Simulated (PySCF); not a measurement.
## How methods differ on the electron affinity of Pd

Pd⁻ [Kr] 4d10 5s1 (2S) → Pd [Kr] 4d10 (1S), as a difference of total energies. Computed with PySCF 2.14 in x2c-QZVPPall with one added diffuse shell each of s, p, d, f, g type (14s9p8d5f3g, 143 functions), with the spin-free X2C one-electron Hamiltonian (Gaussian nucleus). The calculations carry no spin-orbit coupling.

Q: Order these methods by the electron affinity they give, lowest first.
A. M06
B. B97-3
C. UHF
D. r2SCAN0

A: C (-0.227 eV), B (0.450 eV), D (0.568 eV), A (0.603 eV).

A negative affinity means that the anion lies above the atom at that level of theory.

In the anion the highest occupied orbital energy is positive at B97-3, M06, r2SCAN0, a self-interaction effect; the basis confines that electron, and the energy difference can still be sensible.

For comparison: 0.562 eV (measured; photodetachment measurements, as compiled on the Wikipedia data page of electron affinities).
